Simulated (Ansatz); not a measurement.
A nudged elastic band was laid between two geometries of AlCl2H3OSi + H2 (10 atoms, charge 0, multiplicity 1).

Computed with Ansatz, RKS PBE-D4/def2-SVP.

| Item | Value |
| --- | --- |
| movable images | 7 |
| climbing image | yes |
| spring | 5.0 eV/Å² |
| optimiser | quadratic models (default) |
| start path | through a guess of the saddle point |
| force threshold | 0.03 eV/Å |
| iteration limit | 60 |
| end points | relaxed |

Image 0:

```xyz
10
Properties=species:S:1:pos:R:3
Al -0.340 -0.235 0.323
Cl -0.446 -0.507 2.409
O 1.061 -0.684 -0.516
Si 2.388 -1.351 -1.264
H 1.966 -2.482 -2.163
H 3.079 -0.299 -2.090
H 3.355 -1.877 -0.238
Cl -2.086 0.223 -0.753
H 0.167 1.956 0.228
H 0.321 1.795 0.973
```

Image 8:

```xyz
10
Properties=species:S:1:pos:R:3
Al -0.149 0.565 -0.377
Cl -0.078 -0.096 2.214
O 1.325 -0.180 -0.834
Si 2.373 -1.372 -1.321
H 1.634 -2.548 -1.906
H 3.317 -0.831 -2.361
H 3.183 -1.858 -0.146
Cl -1.962 -0.410 -0.897
H -0.158 2.110 -0.018
H -0.020 1.159 2.557
```

Q: Which bonds break or form, and what moves?

A: Bonds broken: Al1–Cl2, H9–H10. Bonds formed: Al1–H9, Cl2–H10. AlCl2H3OSi + H2 becomes AlCl2H5OSi.

Q: What energy profile does the band end with?

A: It converged. The highest image is number 6 of 0 to 8, 1.21 eV above the first end and 0.09 eV above the last; the last end lies 1.12 eV above the first. A vibrational analysis at the climbing image gives one clearly imaginary mode, 292i cm⁻¹: a first-order saddle point. The orbitals stay closed-shell, which can raise the energy where a bond breaks towards radicals; this wasn't checked here.

| image | path coordinate (Å) | energy (eV) | Al1–Cl2 (Å) | H9–H10 (Å) | Al1–H9 (Å) |
| --- | --- | --- | --- | --- | --- |
| 0 | 0.00 | 0.00 | 2.11 | 0.78 | 2.25 |
| 1 | 0.38 | 0.00 | 2.11 | 0.78 | 2.23 |
| 2 | 0.76 | 0.02 | 2.11 | 0.78 | 2.21 |
| 3 | 1.14 | 0.08 | 2.12 | 0.78 | 2.16 |
| 4 | 1.52 | 0.34 | 2.17 | 0.82 | 1.97 |
| 5 | 1.89 | 0.96 | 2.31 | 1.02 | 1.76 |
| 6 | 2.27 | 1.21 | 2.50 | 1.42 | 1.64 |
| 7 | 2.87 | 1.16 | 2.64 | 2.14 | 1.59 |
| 8 | 3.47 | 1.12 | 2.67 | 2.75 | 1.59 |

Q: What is the geometry of the highest image?

A: 
```xyz
10
Properties=species:S:1:pos:R:3
Al -0.148 0.383 -0.137
Cl -0.153 0.042 2.342
O 1.313 -0.280 -0.708
Si 2.400 -1.384 -1.318
H 1.687 -2.485 -2.058
H 3.342 -0.691 -2.264
H 3.197 -1.992 -0.194
Cl -2.022 -0.254 -0.865
H -0.067 1.920 0.424
H -0.084 1.278 1.687
```

Q: What are the harmonic wavenumbers there?

A: 292i, 21, 31, 43, 97, 154, 213, 430, 456, 534, 615, 705, 710, 844, 917, 920, 939, 963, 1093, 1642, 1961, 2159, 2161, 2170 cm⁻¹.

The run took 3.4 min on 4 threads of Arm Neoverse V1, with other jobs on the host, peak memory 0.17 GiB.
